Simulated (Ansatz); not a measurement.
Total energies of the cluster Cs4H3 (the lowest doublet isomer of a short search) from Ansatz at r2SCAN-D4/def2-TZVPD, gas phase (1 Eh = 27.2114 eV = 2625.5 kJ/mol). The reference geometry is relaxed at PBE0-D4/def2-TZVP.

Cartesian coordinates in Å:
```
Cs 1.580 -3.659 -0.133
Cs 0.884 1.416 -2.139
Cs -0.649 -0.335 1.646
Cs -1.994 4.597 -0.466
H -0.079 -3.096 1.870
H 1.164 -0.967 -0.721
H -0.905 2.042 -0.056
```

```tsv
state	geometry	energy (Eh)
charge 0 doublet	reference	-82.41045
charge -1 triplet	reference	-82.42494
free Cs atom (doublet)	–	-20.14857
free H atom (doublet)	–	-0.49993
```

In the def2 sets Cs takes a core potential; there is no spin–orbit coupling.

(1) Work out the vertical electron affinity, to the triplet.

(2) What is the binding energy per atom against free atoms?

(1) E(charge 0 doublet) − E(charge -1 triplet) = -82.41045 − (-82.42494) = 0.01449 Eh = 0.39 eV.

(2) Atoms: 4 × (-20.14857) + 3 × (-0.49993) = -82.09407 Eh. Binding: -82.09407 − (-82.41045) = 0.31638 Eh = 8.61 eV, or 1.23 eV for each of 7 atoms (no zero-point energy, no counterpoise term).

At r2SCAN-D4/def2-TZVPD the highest occupied level of the charge -1 triplet lies above zero (up to 0.49 eV). By energy differences its removal costs 0.39 eV (vertical, to the charge 0 doublet, at r2SCAN-D4/def2-TZVPD); a positive level beside a positive removal energy at the same level points to self-interaction error. At r2SCAN-D4/def2-TZVPD the gap within one spin of the charge -1 triplet nearly closes, so an electron or hole may be smeared out by delocalisation error. 

The structure comes from a short search, and lower isomers may exist.
